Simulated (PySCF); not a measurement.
C5H9N2 (charge +1).
SMILES with atom numbers: `[CH3:1][c:2]1[cH:3][nH+:4][c:5]([CH3:6])[nH:7]1`

Cartesian coordinates in Å at the GFN2-xTB level; atoms count from 1:
```xyz
16
C5H9N2 angstrom
C     -2.5366    0.2380   -0.0963
C     -1.1198   -0.1779   -0.0896
C     -0.5366   -1.4090   -0.1126
N      0.8204   -1.2191   -0.0837
C      1.0906    0.0837   -0.0442
C      2.4238    0.7079    0.0059
N     -0.0822    0.7255   -0.0492
H     -2.7469    0.8783   -0.9516
H     -3.1814   -0.6333   -0.1465
H     -2.7770    0.7958    0.8079
H     -0.9799   -2.3822   -0.1483
H      1.5080   -1.9598   -0.0942
H      3.2044   -0.0472   -0.0107
H      2.5338    1.3019    0.9134
H      2.5685    1.3765   -0.8424
H     -0.1966    1.7297   -0.0279
```

NICS is the negative of the GIAO shielding at a point without a nucleus: at the ring centre (0) and 1 Å above and below it (1); zz is the component along the ring normal. Level: GIAO PBE0/pcSseg-1 (PySCF, non-relativistic, gas phase) on the GFN2-xTB geometry, one conformer.

Ring bond lengths (Å), with Mayer bond orders in brackets: C2–C3 1.362 (1.62), C3–N4 1.371 (1.11), N4–C5 1.331 (1.27), C5–N7 1.337 (1.25), N7–C2 1.376 (1.08).

What do the NICS probes read (ppm)?

```csv
ring,type,NICS(0),"NICS(1), two faces","NICS(1)zz, two faces",rms pucker (Å),"centre to ring atoms, mean (Å)"
C2–C3–N4–C5–N7,5-membered ring with 2 N; formal bonds all aromatic,-13.1,-9.8 / -9.8,-25.7 / -25.7,0.00,1.15
```

What do they say, and how far can they be read as aromaticity?

- C2–C3–N4–C5–N7: mean NICS(1)zz -25.7 ppm, shielded, aromatic by this magnetic criterion (flat ring, no four-coordinate atom).

And the bond-length index? Use HOMA with the parameters of Krygowski (1993).

- C2–C3–N4–C5–N7: HOMA 0.91; the largest term is that of C2–C3, α(R − Ropt)² = 0.17. The geometric and the magnetic index point the same way.

At the second NICS(1) probe listed for ring C2–C3–N4–C5–N7, 1 Å off the ring, how large is the induced field along the normal in 11.7 T applied along it?

NICSzz × B0 = -25.7 ppm × 11.7 T = -301 μT, against the applied field.

List the ring angles and the Hirshfeld charges of the ring atoms.

- C2–C3–N4–C5–N7: C2 105.7° (+0.072 e), C3 107.4° (+0.009 e), N4 109.7° (-0.011 e), C5 107.0° (+0.170 e), N7 110.3° (-0.017 e); sum 540.0° against 540° for a flat convex ring.
